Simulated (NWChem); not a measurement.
Molecule: GeH$_{4}$; SMILES [GeH4]

Results from NWChem. Each level has its own optimisation; frequencies are unscaled.

For level Hartree-Fock/STO-3G:

```
Property                           Value
---------------------------------  -----
r Ge–H (Å)                         1.431
highest harmonic frequency (cm⁻¹)   2505
lowest (cm⁻¹)                       1054
zero-point energy (kcal/mol)        21.9
```

**Question.** How do the values read with level PBE0/def2-TZVP instead?

**Answer.** The r Ge–H (Å) is 1.535 and the highest harmonic frequency (cm⁻¹) is 2173. The lowest (cm⁻¹) comes out as 819 and the zero-point energy (kcal/mol) is 18.6.
